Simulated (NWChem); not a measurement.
System: CH$_{6}$BNO$_{2}$; SMILES B(OC)(O)N

The following NWChem deck was run.

```
start job
memory heap 200 mb stack 900 mb global 1100 mb
geometry units angstroms noautoz
  B     -0.075290    -0.532679     0.000000
  O     -0.890578    -1.648706     0.000000
  H     -0.384290    -2.476405     0.000000
  O     -0.751419     0.672368     0.000000
  C     -0.056538     1.891978     0.000000
  H      0.590135     2.015413    -0.901852
  H     -0.791358     2.722701     0.000000
  H      0.590135     2.015413     0.901852
  N      1.351924    -0.599987     0.000000
  H      1.947197     0.225765     0.000000
  H      1.880456    -1.469718     0.000000
end
basis spherical
  * library 6-31g*
end
dft
  xc xcamb88 1.00 lyp 0.81 vwn_5 0.19 hfexch 1.00
  cam 0.33 cam_alpha 0.19 cam_beta 0.46
  iterations 150
  vectors input atomic output neutral.movecs
end
task dft energy
charge 1
dft
  odft
  mult 2
  vectors input atomic output cation.movecs
end
task dft energy
```

NWChem printed, in part:

```
             Northwest Computational Chemistry Package (NWChem) 7.3.0
             --------------------------------------------------------

 CS  symmetry detected

                             Geometry "geometry" -> ""
                             -------------------------

 Output coordinates in angstroms (scale by  1.889725989 to convert to a.u.)

  No.       Tag          Charge          X              Y              Z
 ---- ---------------- ---------- -------------- -------------- --------------
    1 B                    5.0000    -0.04802313    -0.52684481     0.00000000
    2 O                    8.0000    -0.83469510    -1.66322414     0.00000000
    3 H                    1.0000    -0.30754266    -2.47779365     0.00000000
    4 O                    8.0000    -0.75454835     0.66063606     0.00000000
    5 C                    6.0000    -0.09087606     1.89750600     0.00000000
    6 H                    1.0000     0.55245233     2.03733001    -0.90185200
    7 H                    1.0000    -0.84656357     2.70929263     0.00000000
    8 H                    1.0000     0.55245233     2.03733001     0.90185200
    9 N                    7.0000     1.38044019    -0.55787244     0.00000000
   10 H                    1.0000     1.95454267     0.28273606     0.00000000
   11 H                    1.0000     1.93089728    -1.41389526     0.00000000

 Effective nuclear repulsion energy (a.u.)     174.8795631917

      Symmetry information
      --------------------

 Group name             Cs
 Group number              2
 Group order               2
 No. of unique centers    10

                                 NWChem DFT Module
                                 -----------------

 Summary of "ao basis" -> "ao basis" (spherical)
 ------------------------------------------------------------------------------
       Tag                 Description            Shells   Functions and Types
 ---------------- ------------------------------  ------  ---------------------
 B                           6-31g*                  6       14   3s2p1d
 O                           6-31g*                  6       14   3s2p1d
 H                           6-31g*                  2        2   2s
 C                           6-31g*                  6       14   3s2p1d
 N                           6-31g*                  6       14   3s2p1d

      Symmetry analysis of basis
      --------------------------

        a'         60
        a"         22

            General Information
            -------------------
          SCF calculation type: DFT
          Wavefunction type:  closed shell.
          No. of atoms     :    11
          No. of electrons :    40
           Alpha electrons :    20
            Beta electrons :    20
          Charge           :     0
          Spin multiplicity:     1
          Use of symmetry is: on ; symmetry adaption is: on
          Maximum number of iterations: 150
          AO basis - number of functions:    82
                     number of shells:    42
          Convergence on energy requested:  1.00D-06
          Convergence on density requested:  1.00D-05
          Convergence on gradient requested:  5.00D-04

              XC Information
              --------------
                     Hartree-Fock (Exact) Exchange  1.000
                   CAM-Becke88 Exchange Functional  1.000
                      VWN V Correlation Functional  0.190 local
              Lee-Yang-Parr Correlation Functional  0.810

           Range-Separation Parameters
           ---------------------------
           Alpha           :  0.19
           Beta            :  0.46
           Gamma           :  0.33
           Short-Range HF  :     F

             Grid Information
             ----------------
          Grid used for XC integration:  medium
          Radial quadrature: Mura-Knowles
          Angular quadrature: Lebedev.
          Tag              B.-S. Rad. Rad. Pts. Rad. Cut. Ang. Pts.
          ---              ---------- --------- --------- ---------
          B                   0.85       49           9.0       434
          O                   0.60       49          11.0       434
          H                   0.35       45          12.0       434
          C                   0.70       49          11.0       434
          N                   0.65       49          10.0       434
          Grid pruning is: on
          Number of quadrature shells:   470
          Spatial weights used:  Erf1

      Superposition of Atomic Density Guess
      -------------------------------------

 Sum of atomic energies:        -268.97818059

      Non-variational initial energy
      ------------------------------

 Total energy =    -271.404500
 1-e energy   =    -712.722219
 2-e energy   =     266.438155
 HOMO         =      -0.350217
 LUMO         =       0.094373

      Symmetry analysis of molecular orbitals - initial
      -------------------------------------------------

  Numbering of irreducible representations:

     1 a'          2 a"

  Orbital symmetries:

     1 a'          2 a'          3 a'          4 a'          5 a'
     6 a'          7 a'          8 a'          9 a'         10 a'
    11 a'         12 a'         13 a"         14 a'         15 a'
    16 a'         17 a"         18 a'         19 a"         20 a"
    21 a'         22 a'         23 a"         24 a'         25 a'
    26 a'         27 a'         28 a"         29 a'         30 a'

   convergence    iter        energy       DeltaE   RMS-Dens  Diis-err
 ---------------- ----- ----------------- --------- --------- ---------
 d= 0,ls=0.0,diis     1   -271.6668985188 -4.47D+02  1.16D-02  8.91D-01
 d= 0,ls=0.0,diis     2   -271.7074602993 -4.06D-02  5.12D-03  6.65D-01
 d= 0,ls=0.0,diis     3   -271.7651615118 -5.77D-02  1.08D-03  2.84D-02
 d= 0,ls=0.0,diis     4   -271.7675589142 -2.40D-03  3.47D-04  2.46D-03
 d= 0,ls=0.0,diis     5   -271.7677957021 -2.37D-04  8.50D-05  1.90D-04
  Resetting Diis
 d= 0,ls=0.0,diis     6   -271.7678160511 -2.03D-05  2.09D-05  3.16D-06
 d= 0,ls=0.0,diis     7   -271.7678164192 -3.68D-07  1.15D-05  9.60D-07
 d= 0,ls=0.0,diis     8   -271.7678164094  9.78D-09  5.69D-06  1.20D-06

         Total DFT energy =     -271.767816409394
      One electron energy =     -717.604397235632
           Coulomb energy =      306.788599065163
    Exchange-Corr. energy =      -35.831581430585
 Nuclear repulsion energy =      174.879563191661

 Numeric. integr. density =       39.999978871028

                  Occupations of the irreducible representations
                  ----------------------------------------------

                     irrep           alpha         beta
                     --------     --------     --------
                     a'               16.0         16.0
                     a"                4.0          4.0

                       DFT Final Molecular Orbital Analysis
                       ------------------------------------

 Vector   18  Occ=2.000000D+00  E=-3.677500D-01  Symmetry=a'
              MO Center= -5.5D-01,  9.2D-01, -1.3D-15, r^2= 2.1D+00
   Bfn.  Coefficient  Atom+Function         Bfn.  Coefficient  Atom+Function
  ----- ------------  ---------------      ----- ------------  ---------------
    33      0.499669   4 O  px               37      0.345490   4 O  px
    47     -0.237104   5 C  px               36     -0.167087   4 O  s
    61      0.161036   7 H  s                62      0.161801   7 H  s
    67      0.141689   9 N  px               60     -0.123473   6 H  s
    64     -0.123473   8 H  s                70     -0.119140   9 N  s

 Vector   19  Occ=2.000000D+00  E=-3.386521D-01  Symmetry=a"
              MO Center= -4.4D-01, -3.6D-02, -2.4D-16, r^2= 3.0D+00
   Bfn.  Coefficient  Atom+Function         Bfn.  Coefficient  Atom+Function
  ----- ------------  ---------------      ----- ------------  ---------------
    35     -0.430670   4 O  pz               19      0.394714   2 O  pz
    39     -0.325299   4 O  pz               23      0.309121   2 O  pz
    49      0.165616   5 C  pz               69     -0.153578   9 N  pz
    60     -0.145950   6 H  s                64      0.145950   8 H  s
    73     -0.124340   9 N  pz               59     -0.123427   6 H  s

 Vector   20  Occ=2.000000D+00  E=-3.196479D-01  Symmetry=a"
              MO Center=  8.5D-01, -2.9D-01, -2.2D-16, r^2= 2.1D+00
   Bfn.  Coefficient  Atom+Function         Bfn.  Coefficient  Atom+Function
  ----- ------------  ---------------      ----- ------------  ---------------
    69      0.514222   9 N  pz               73      0.452182   9 N  pz
    35     -0.294313   4 O  pz               39     -0.222257   4 O  pz
    19     -0.141311   2 O  pz               60     -0.112207   6 H  s
    64      0.112207   8 H  s                23     -0.109515   2 O  pz
    59     -0.055523   6 H  s                63      0.055523   8 H  s

 Vector   21  Occ=0.000000D+00  E= 1.091723D-01  Symmetry=a'
              MO Center=  9.9D-01, -1.1D+00, -3.0D-14, r^2= 5.3D+00
   Bfn.  Coefficient  Atom+Function         Bfn.  Coefficient  Atom+Function
  ----- ------------  ---------------      ----- ------------  ---------------
    70      1.113813   9 N  s                82     -0.888072  11 H  s
    30     -0.791197   3 H  s                80     -0.679837  10 H  s
    20      0.592943   2 O  s                50      0.543677   5 C  s
    71      0.331672   9 N  px                6     -0.317666   1 B  s
    60     -0.298085   6 H  s                64     -0.298085   8 H  s

[...]
```

Level: CAM-B3LYP/6-31G* (spherical d), vertical spin-unrestricted ions. Structure relaxed at the PBE-D3(BJ)/def2-SVP level.
